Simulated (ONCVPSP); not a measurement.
selenium (Se): variants of one ONCV potential

Base potential:

Se, optimised norm-conserving Vanderbilt (ONCV), made with ONCVPSP 4.0.1 (PBE, scalar-relativistic). Core [Ne], reference 3s2 3p6 3d10 4s2 4p4. Waves: 3s+4s: rc 1.05 bohr, ncon 5, nbas 9, qcut 10.8 1/bohr, 3 projectors, debl 2.2 Ha; 3p+4p: rc 1.10 bohr, ncon 3, nbas 7, qcut 14.3 1/bohr, 2 projectors; 3d: rc 0.75 bohr, ncon 3, nbas 7, qcut 16.6 1/bohr, 2 projectors, debl 3.3 Ha; f scattering state at 0.36 Ha: rc 1.05 bohr, ncon 4, nbas 8, qcut 9.9 1/bohr, 2 projectors, debl 3.8 Ha. Local part: polynomial inside 0.65 bohr (lpopt 4, dvloc0 2 Ha). Core correction: none.

Cutoffs, loose and tight: the cutoffs (Ha) at which the residual kinetic energy of the hardest occupied pseudo-wave falls to 1 and 0.1 mHa per electron. They do not see the model core or the augmentation charge, which bear on the density cutoff. Test errors are all-electron minus pseudo excitation energies from the reference, over the configurations 3s2 3p6 3d10 4s2 4p3; 3s2 3p6 3d10 4s2 4p2; 3s2 3p6 3d10 4s2 4p1; 3s2 3p6 3d10 4s1 4p5. A dash means not determined; rows that change the core or the reference have their own tests.

A true bound ghost makes a file unfit for plane-wave use even where its test errors are small: the radial tests pick states by their node count and pass the ghost by.

| change | outcome | cutoff, loose | cutoff, tight | bound ghosts | GHOST(+) flags above zero | largest test error (meV) |
| --- | --- | --- | --- | --- | --- | --- |
| base | generated | 133 Ha | 350 Ha | none | s | -5.7 |
| s: qcut 6.3 | generated | 133 Ha | 350 Ha | s | s | -5.5 |
| s: qcut 7.7 | generated | 133 Ha | 350 Ha | s | s | -5.6 |
| s: qcut 8.8 | generated | 133 Ha | 350 Ha | s | s | -5.6 |
| s: qcut 10.5 | generated | 133 Ha | 350 Ha | none | s | -5.7 |
| s: qcut 11.5 | generated | 133 Ha | 350 Ha | none | s | -5.7 |
| s: qcut 12.9 | generated | 133 Ha | 350 Ha | none | none | -5.9 |
| s: qcut 13.7 | generated | 133 Ha | 350 Ha | none | none | -5.9 |
| s: qcut 14.9 | generated | 133 Ha | 350 Ha | none | none | -6.0 |
| s: qcut 16.3 | generated | 133 Ha | 350 Ha | none | s | -6.1 |

Reading the sweep of the qcut of the s channel (base included, trends over the rows without a ghost): The loose cutoff stays near 133 Ha. The median size of the test errors (rows with all tests solved) stays near 1.8 meV. Bound ghosts are found at 6.3, 7.7, 8.8 1/bohr.
